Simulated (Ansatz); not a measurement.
Reaction (atomization): `CB(N)P` → B• + C• + 7 H• + N• + P•

Isolated molecules relaxed with PBE0-D4/def2-TZVP in Ansatz; ΔE leaves out vibrations. CCSD(T)/CBS is the MP2 limit (def2-TZVPP, def2-QZVPP) plus CCSD(T) − MP2 in def2-TZVPP, frozen cores. This one scheme is used for every species, atoms too. Functionals use def2-TZVPP. Open shells (•) are unrestricted, without spin–orbit coupling. Spin–orbit coupling would lower the free atoms: a little for B, C. Each species was taken in one conformer, which may not be the lowest.

`CB(N)P`:

Z-matrix (Å, degrees):
```
C
B 1 1.573
H 1 1.094 2 111.6
H 1 1.094 2 113.3 3 122.0
H 1 1.095 2 110.2 3 -117.4
N 2 1.394 1 120.8 3 -128.6
P 2 1.937 1 119.5 3 46.7
H 6 1.005 2 124.1 1 -178.9
H 6 1.007 2 122.3 1 1.1
H 7 1.420 2 98.9 1 146.9
H 7 1.417 2 97.1 1 50.7
```

CCSD(T)/CBS gives +40.58 eV.

Question: Another level gave +41.48 eV. Which?
A. BHLYP-D4/def2-TZVPP
B. CAM-B3LYP/def2-TZVPP
C. PBE0-D4/def2-TZVPP
D. PBE-D4/def2-TZVPP

Answer: D. PBE-D4 41.48, CAM-B3LYP 40.96, PBE0-D4 40.89, BHLYP-D4 40.05 eV.

Largest T1 diagnostic among the species: 0.014.

From PBE to PBE0 (25 % exact exchange), in def2-TZVPP and without D4, ΔE moves by −0.55 eV: exact exchange takes away binding that semilocal exchange gives to molecules. In def2-TZVPP, CCSD(T) changes the Hartree–Fock value by +9.73 eV (the triples alone add +0.52 eV) and MP2 by +9.92 eV; breaking electron pairs costs correlation energy, which Hartree–Fock lacks.

For atomizations the MP2-based limit and the directly extrapolated one differ by several kJ/mol either way, and by 10 to 25 for some Ge, Se and Sn compounds, so smaller differences from it don't rank the levels.
